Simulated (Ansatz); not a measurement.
CH2FNSSi (`F[SiH]1N=C1S`). Charge 0, multiplicity 1. The geometry is a stationary point of PBE0-D4/def2-TZVP. It is one conformer, not always the lowest.

```xyz
7

F    -0.724    2.246   -0.721
Si   -0.155    0.784   -0.945
N    -0.911   -0.573   -0.160
C     0.234   -0.292    0.391
S     1.059   -0.981    1.726
H     0.384    0.715   -2.307
H     0.112   -1.899    2.016
```

(1) What is the dipole moment at ωB97M-V/def2-TZVPP? (Estimate.)

(2) And with PBE, r2SCAN, B3LYP? (An estimate is asked.)

(3) Give the Mulliken charges with ωB97M-V, PBE, B3LYP in def2-TZVPP. (Best estimate.)

Results:

(1) Computed: 1.39 D, with components (1.31, -0.18, -0.40) D in this frame, pointing from negative to positive charge.

(2) The calculation gave: PBE 1.28 D, r2SCAN 1.29 D, B3LYP 1.39 D.

(3) Computed: 
```csv
atom,ωB97M-V,PBE,B3LYP
F1,-0.29,-0.26,-0.30
Si2,0.57,0.50,0.60
N3,-0.33,-0.26,-0.32
C4,0.00,0.02,0.03
S5,-0.05,-0.06,-0.06
H6,-0.01,-0.05,-0.05
H7,0.12,0.11,0.11
```

B3LYP here is the variant with VWN-RPA as its local correlation; programs differ in this.
